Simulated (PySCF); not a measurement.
A structure optimised at PBE0-D3(BJ)/def2-SVP, used in a PySCF frequency run:

```xyz
13

C      1.2958    -0.9482     1.3756
Si     0.6947     0.5261     0.4140
Cl     1.4432     0.3323    -1.5270
N     -1.0307     0.6410     0.4182
Si    -2.2296    -0.6073     0.1870
H      0.9454    -1.8868     0.9210
H      0.9358    -0.9057     2.4151
H      2.3959    -0.9671     1.3825
H      1.2252     1.8160     0.9335
H     -1.3779     1.5925     0.3189
H     -1.5561    -1.9201     0.4017
H     -2.8322    -0.5877    -1.1819
H     -3.3421    -0.4505     1.1733
```
Charge 0, spin multiplicity 1.

Problem. Write its SMILES and formula.

Solution. C[Si@@H](Cl)N[SiH3], CH₈ClNSi₂

Problem. What are its rotational constants (standard atomic weights)?

Solution. 3.3398, 1.3886, 1.1665 GHz
